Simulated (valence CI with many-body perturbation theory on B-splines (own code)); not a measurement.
## Rb14+: M1 decay

Level of theory: configuration interaction combined with many-body perturbation theory (CI+MBPT): five valence electrons over a frozen Dirac-Fock core [Ar], a basis of 7 s, 7 p, 8 d, 6 f, 4 g, 1 h functions for each j, with the one-electron correlation potential Σ1 (screened to all orders), the two-electron term Σ2, the three-electron term Σ3, Breit, model QED; selected single and double excitations, second order for the rest, scaled by the run's own slope (own B-spline code, finite nucleus).

No measured levels were compared; by estimate terms of the open shell hold to 2 to 4 % of their energy, and close levels can change places. Among the levels kept, up to 270 cm⁻¹ of a level comes from second order outside the variational space, and about a tenth of that is noise between levels of different J, which matters for small intervals. The list stops below the first excitations out of the core. Only levels of the ground parity were solved; by the run's estimate the other parity begins above the list, which can be wrong where configurations are misplaced.

Lines 1 to 50 of 120 in falling wavelength, among levels below 688120 cm⁻¹, chosen from the decays that carry over 1 % of a level's rate. Wavelengths and rates use the calculated energies, so an error of 2000 cm⁻¹ moves a line at 16740 Å by 33 % and its rate by three times that or more. S is in atomic units (e²a₀⁴ for E2 and M2, e²a₀⁶ for E3), for M1 in squared Bohr magnetons. Weak lines are less certain than strong ones. Lines between different terms over intervals too small for the method are left out, as are lines whose strength nearly cancels. Intervals below about 2000 cm⁻¹, as at the head of this list, are uncertain by tens of per cent.

Names give the largest LS component (configuration and term), which can be under half, so a name can repeat, a term be missing and a line seem to break the LS rules; names also repeat where a configuration has a term twice. Letters in brackets count levels of one name in rising energy.

```tsv
λ vac (Å)	Upper	Lower	Type	A (s⁻¹)	S (a.u.)
1.062e+05	3d⁵ ⁴G_9/2	3d⁵ ⁴G_7/2	M1	3.63e-02	1.61e+01
98680	3d⁵ ⁴G_9/2	3d⁵ ⁴G_11/2	M1	3.56e-02	1.27e+01
43360	3d⁵ ⁴G_7/2	3d⁵ ⁴G_5/2	M1	4.42e-01	1.07e+01
32140	3d⁵ ²I_13/2	3d⁵ ²I_11/2	M1	3.32e-01	5.73e+00
29030	3d⁵ ⁴P_1/2	3d⁵ ⁴P_3/2	M1	2.04e+00	3.70e+00
17580	3d⁵ ⁴D_5/2	3d⁵ ⁴D_7/2	M1	3.66e+00	4.43e+00
16740	3d⁵ ⁴P_5/2	3d⁵ ⁴G_5/2	M1	4.58e+00	4.78e+00
16370	3d⁵ ⁴F_3/2	3d⁵ ⁴F_5/2	M1	8.15e+00	5.31e+00
15830	3d⁵ ²G_7/2 [a]	3d⁵ ²H_9/2	M1	6.66e-01	7.83e-01
15210	3d⁵ ⁴F_5/2	3d⁵ ²F_7/2 [a]	M1	7.72e+00	6.04e+00
13220	3d⁵ ²G_9/2 [a]	3d⁵ ²G_7/2 [a]	M1	2.84e+00	2.43e+00
11860	3d⁵ ²F_7/2 [b]	3d⁵ ⁴F_9/2	M1	5.50e+00	2.72e+00
10990	3d⁵ ⁴F_5/2	3d⁵ ²D_3/2 [a]	M1	8.43e+00	2.49e+00
9807	3d⁵ ²H_9/2	3d⁵ ⁴F_9/2	M1	1.24e+01	4.34e+00
9187	3d⁵ ²F_5/2 [a]	3d⁵ ²F_7/2 [b]	M1	7.42e+00	1.28e+00
8434	3d⁵ ⁴D_1/2	3d⁵ ⁴P_1/2	M1	3.61e+01	1.61e+00
8424	3d⁵ ²G_7/2 [a]	3d⁵ ⁴F_5/2	M1	2.55e+00	4.52e-01
8246	3d⁵ ²H_9/2	3d⁵ ²F_7/2 [a]	M1	2.71e+00	5.63e-01
7745	3d⁵ ⁴D_7/2	3d⁵ ⁴P_5/2	M1	1.77e+01	2.44e+00
7203	3d⁵ ²G_9/2 [a]	3d⁵ ²H_9/2	M1	2.97e+01	4.12e+00
6575	3d⁵ ⁴F_3/2	3d⁵ ²D_3/2 [a]	M1	1.28e+01	5.41e-01
6535	3d⁵ ⁴D_1/2	3d⁵ ⁴P_3/2	M1	1.99e+01	4.12e-01
6439	3d⁵ ²F_5/2 [b]	3d⁵ ⁴F_3/2	M1	2.27e+01	1.35e+00
6394	3d⁵ ⁴D_7/2	3d⁵ ⁴G_9/2	M1	4.64e+00	3.60e-01
6391	3d⁵ ²G_9/2 [a]	3d⁵ ²F_7/2 [b]	M1	8.01e+00	7.75e-01
6203	3d⁵ ⁴D_5/2	3d⁵ ⁴P_3/2	M1	6.00e+00	3.19e-01
6055	3d⁵ ²G_7/2 [a]	3d⁵ ⁴F_9/2	M1	9.84e+00	6.48e-01
6046	3d⁵ ²F_7/2 [b]	3d⁵ ²D_5/2 [a]	M1	2.95e+01	1.93e+00
6031	3d⁵ ⁴D_7/2	3d⁵ ⁴G_7/2	M1	6.69e+00	4.35e-01
5794	3d⁵ ⁴D_3/2	3d⁵ ⁴P_3/2	M1	3.28e+01	9.45e-01
5603	3d⁵ ²F_5/2 [b]	3d⁵ ²F_7/2 [b]	M1	3.03e+01	1.19e+00
5433	3d⁵ ²D_5/2 [a]	3d⁵ ⁴D_5/2	M1	7.84e+00	2.80e-01
5421	3d⁵ ²G_7/2 [a]	3d⁵ ²F_7/2 [a]	M1	2.14e+01	1.01e+00
5376	3d⁵ ⁴D_5/2	3d⁵ ⁴P_5/2	M1	1.02e+01	3.53e-01
5354	3d⁵ ²H_11/2	3d⁵ ⁴F_9/2	M1	6.19e+00	4.23e-01
5295	3d⁵ ⁴D_7/2	3d⁵ ⁴G_5/2	M1	4.76e-01	2.09e-02
5065	3d⁵ ⁴D_3/2	3d⁵ ⁴P_5/2	M1	8.76e+00	1.69e-01
4706	3d⁵ ²F_5/2 [a]	3d⁵ ²F_7/2 [a]	M1	5.35e+00	1.24e-01
4622	3d⁵ ²F_5/2 [b]	3d⁵ ⁴F_5/2	M1	8.05e+00	1.77e-01
4490	3d⁵ ⁴D_5/2	3d⁵ ⁴G_7/2	M1	4.31e+00	8.67e-02
4340	3d⁵ ²F_7/2 [c]	3d⁵ ⁴F_5/2	M1	2.89e+01	7.00e-01
4206	3d⁵ ²F_5/2 [a]	3d⁵ ²D_3/2 [a]	M1	2.86e+01	4.73e-01
4153	3d⁵ ²G_9/2 [a]	3d⁵ ⁴F_9/2	M1	7.30e+00	1.94e-01
4150	3d⁵ ²D_5/2 [a]	3d⁵ ⁴D_7/2	M1	9.09e+00	1.44e-01
4068	3d⁵ ²F_7/2 [a]	3d⁵ ⁴D_5/2	M1	7.41e+00	1.48e-01
4061	3d⁵ ²G_7/2 [a]	3d⁵ ²D_5/2 [a]	M1	1.49e+00	2.95e-02
3992	3d⁵ ²H_9/2	3d⁵ ²I_11/2	M1	1.51e+01	3.56e-01
3888	3d⁵ ⁴D_3/2	3d⁵ ⁴G_5/2	M1	5.71e+00	4.98e-02
3646	3d⁵ ²F_5/2 [a]	3d⁵ ²D_5/2 [a]	M1	1.65e+02	1.77e+00
3612	3d⁵ ²F_7/2 [c]	3d⁵ ⁴F_9/2	M1	4.03e+01	5.63e-01
```
